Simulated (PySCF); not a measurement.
Si(OH)2(SMe)2, SMILES CS[Si](O)(O)SC (C₂H₈O₂S₂Si) at its GFN2-xTB optimised geometry (Å):

```
15

C     -1.9034     0.3693    -2.9904
S     -2.3936    -0.8467    -1.7298
Si    -1.5058     0.0499     0.0000
O     -1.9376    -0.8127     1.3020
O     -2.0174     1.5874     0.0000
S      0.6352     0.0499     0.0000
C      0.9413    -1.7359     0.1603
H     -2.3357     1.3316    -2.7391
H     -2.2923     0.0141    -3.9386
H     -0.8205     0.4351    -3.0277
H     -2.8212    -1.1604     1.3973
H     -1.5817     2.2562     0.5231
H      2.0174    -1.8721     0.1610
H      0.4958    -2.2562    -0.6817
H      0.5138    -2.0846     1.0940
```

Method: B3LYP/def2-TZVP (PySCF). Cells within 0.4 Å of a nucleus heavier than hydrogen are left out (blank, or x).

Map of the deformation density (molecule minus spherical neutral atoms) (e/bohr³) on the plane z = 1.0 Å:

```
|1111111111111111111111111111111|
|1111111111111111111111111111111|
|1111111111111111111111111111111|
|1111111111111111111111111111111|
|1111111111111111111111111111111|
|1111111110011111111111111111111|
|1111111100001111111111111111111|
|1111111100000111111111111111111|
|1111111110000111111111111111111|
|1111111111101111111111111111111|
|1111111111111111111111111111111|
|1111111111111111111111111111111|
|1111111111001111111111111111111|
|1111111110000111122111111111111|
|1111111111000112222111111111111|
|1111111122100111222111111111111|
|1111111245310111111111111111111|
|111101124x310111111111111111111|
|11110122xx311111111111111111111|
|1110002324311111111001111111111|
|1111001112211111122111111111111|
|1111000111111111364211111111111|
|1111111111111111495211111111111|
|1111111111111111232111111111111|
|1111111111111111111111111111111|
|1111111111111111111111111111111|
|1111111111111111111111111111111|
|1111111111111111111111111111111|
|1111111111111111111111111111111|
|1111111111111111111111111111111|
|1111111111111111111111111111111|
```
Scale: ten equal steps from -0.021 (start of '0') to 0.116 (end of '9'), in the order '0123456789'; x runs from -4.50 to 4.50, y from -4.50 (bottom) to 4.50 (top).
